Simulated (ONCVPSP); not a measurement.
**Before and after: ONCV potential for Te (Z = 52)**

| Item | Value |
| --- | --- |
| Element | Te (Z = 52) |
| Generator | ONCVPSP 4.0.1 |
| Type | optimised norm-conserving Vanderbilt (ONCV) |
| Functional | PBE |
| Relativity | fully relativistic |
| Frozen core | [Ar] 3d10 |
| Valence charge | 24 |
| Reference configuration | 4s2 4p6 4d10 5s1.75 5p4.25 |
| Partial waves | 4s+5s: rc 1.25 bohr, ncon 4, nbas 7, qcut 8.1 1/bohr, 2 projectors; 4p+5p: rc 1.20 bohr, ncon 4, nbas 7, qcut 10.1 1/bohr, 2 projectors; 4d: rc 1.05 bohr, ncon 4, nbas 8, qcut 8.7 1/bohr, 2 projectors, debl 2.7 Ha; f scattering state at 0.44 Ha: rc 1.05 bohr, ncon 5, nbas 8, qcut 9.5 1/bohr, 2 projectors, debl 0.6 Ha |
| Local potential | polynomial inside 1.05 bohr (lpopt 5, dvloc0 -1 Ha) |
| Core correction | none |

Open shells are filled in proportion to 2j + 1.

Change: local potential polynomial inside 0.85 bohr (lpopt 5, dvloc0 0 Ha).

Cutoffs: the cutoffs (Ha) at which the residual kinetic energy of the hardest occupied pseudo-wave falls to 1 and 0.1 mHa per electron; they do not see the model core or the augmentation charge, which bear on the density cutoff. Errors are all-electron minus pseudo energies relative to the spin-unpolarised reference configuration.

Q: How do hardness, ghosts and transferability respond?

A: The potential gets neither clearly harder nor softer (127 Ha and 209 Ha → 127 Ha and 209 Ha); of the 4 tests that both files solve, the error grows in 0 and shrinks in 1 by more than 15 % and 0.3 meV (median size 1.5 → 1.5 meV); neither file shows a bound ghost.

| quantity | base | changed |
| --- | --- | --- |
| cutoff, loose | 127 Ha | 127 Ha |
| cutoff, tight | 209 Ha | 209 Ha |
| bound ghosts | none | none |
| GHOST(+) flags under 300 eV | f7/2 at 83.9 eV, f5/2 at 84.4 eV | f7/2 at 75.5 eV, f5/2 at 76.0 eV, s at 177.0 eV |
| error for 4s2 4p6 4d10 5s2 5p4, meV [ΔE -2.29 eV] | 0.0 | 0.0 |
| error for 4s2 4p6 4d10 5s2 5p3, meV [ΔE 7.46 eV] | +0.9 | +0.9 |
| error for 4s2 4p6 4d10 5s2 5p2, meV [ΔE 25.41 eV] | +2.2 | +2.2 |
| error for 4s2 4p6 4d9 5s2 5p5, meV [ΔE 35.91 eV] | +17 | +14 |
| s: phases at 1.27 bohr within 0.05 rad from the reference energy up to (Ha; the scan ends near 5) | to the end of the scan | to the end of the scan |
| p3/2: phases at 1.22 bohr within 0.05 rad from the reference energy up to (Ha; the scan ends near 5) | to the end of the scan | to the end of the scan |
| p1/2: phases at 1.22 bohr within 0.05 rad from the reference energy up to (Ha; the scan ends near 5) | to the end of the scan | to the end of the scan |
| d5/2: phases at 1.07 bohr within 0.05 rad from the reference energy up to (Ha; the scan ends near 5) | to the end of the scan | to the end of the scan |
| d3/2: phases at 1.07 bohr within 0.05 rad from the reference energy up to (Ha; the scan ends near 5) | to the end of the scan | to the end of the scan |
| f7/2: phases at 1.07 bohr within 0.05 rad from the reference energy up to (Ha; the scan ends near 5) | n/a | 2.6 |
| f5/2: phases at 1.07 bohr within 0.05 rad from the reference energy up to (Ha; the scan ends near 5) | 2.8 | 2.6 |
